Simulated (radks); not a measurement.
The numbers below are computed, except where a source is named.
Os+, configuration [Xe] 4f14 5d6 6s1. Level of theory: scalar-relativistic Kohn-Sham, Slater X-alpha with alpha = 0.667, spin-polarised, spherical densities, point nucleus; open shells are filled with parallel spins first (spin-orbit coupling, left out, can overturn this in heavy ions) (a radial shooting solver on a logarithmic mesh with Libxc functionals).

Normalised radial functions P(r) = r R(r), r in bohr:

```
   r/bohr * 5p up, o 5p down, + 5d up (the largest magnitude, 1.08, reaches the edge; | marks zero, & curves that meet)
 0.001211                             &
 0.001409                             &
 0.001641                             &
  0.00191                             &
 0.002224                             &
 0.002589                             &
 0.003014                             &
 0.003508                             &
 0.004084                             +&
 0.004755                             +&
 0.005535                             +&
 0.006444                             +&
 0.007502                             +&
 0.008734                             + &
  0.01017                             + &
  0.01184                             +  &
  0.01378                             +  &
  0.01604                             +   &
  0.01867                             +   &
  0.02174                             +    &
  0.02531                             |+    &
  0.02946                             |+    &
   0.0343                             |+     &
  0.03993                             | +    &
  0.04649                             | +   &
  0.05412                             |  + &
    0.063                             |  &+
  0.07335                             |&   +
  0.08539                           & |     +
   0.0994                       o*    |     +
   0.1157                     &       |     +
   0.1347                   &         |     +
   0.1568                    &        |   +
   0.1826                       &     | +
   0.2126                           &+|
   0.2474                         +   |   *o
   0.2881                      +      |         &
   0.3354                    +        |             &
   0.3904                    +        |             &
   0.4545                     +       |         &
   0.5291                         +   | &
    0.616                      &      |+
   0.7171            o*               |     +
   0.8348     o*                      |           +
   0.9718  &                          |               +
    1.131  o*                         |                  +
    1.317      &                      |                   +
    1.533           &                 |                   +
    1.785                *o           |                 +
    2.078                     &       |               +
    2.419                         &   |            +
    2.816                           & |         +
    3.279                            &|      +
    3.817                             &   +
    4.443                             &  +
    5.173                             &+
    6.022                             &+
    7.011                             &
    8.161                             &
    9.501                             &
```

5p up: eigenvalue -58.646 eV, 3 radial nodes at r = 0.0764, 0.222, 0.548 bohr, <r> = 1.17 bohr, 90 % of the charge inside 1.71 bohr. 5p down: eigenvalue -56.074 eV, 3 radial nodes at r = 0.0764, 0.222, 0.548 bohr, <r> = 1.16 bohr, 90 % of the charge inside 1.69 bohr. 5d up: eigenvalue -14.330 eV, 2 radial nodes at r = 0.204, 0.602 bohr, <r> = 1.77 bohr, 90 % of the charge inside 2.76 bohr.
